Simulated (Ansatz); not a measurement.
Input for Ansatz (a first-principles code): R-CCSD(T)/cc-pV(T+d)Z on CH4 (SMILES C). The basis file is the Basis Set Exchange's JSON of that set.

Ansatz 0.2 input:
```yaml
crystal:
  periodic: [false, false, false]
  atoms:
    - {symbol: C, position_ang: [0.00000000, -0.00000000, -0.00000000]}
    - {symbol: H, position_ang: [0.63465846, 0.63465846, 0.63465846]}
    - {symbol: H, position_ang: [-0.63465846, -0.63465846, 0.63465846]}
    - {symbol: H, position_ang: [0.63465846, -0.63465846, -0.63465846]}
    - {symbol: H, position_ang: [-0.63465846, 0.63465846, -0.63465846]}
basis:
  gaussian:
    orbitals: cc-pV_T+d_Z.json
magnetization: {spin_polarized: false}
correlation: {method: ccsd_t, electrons: outside_noble_gas}
scf: {lower_state_search: off}
```

Q: Give the final energy of this run.

A: -40.4378 hartree (reference determinant -40.2127, T1 diagnostic 0.007).
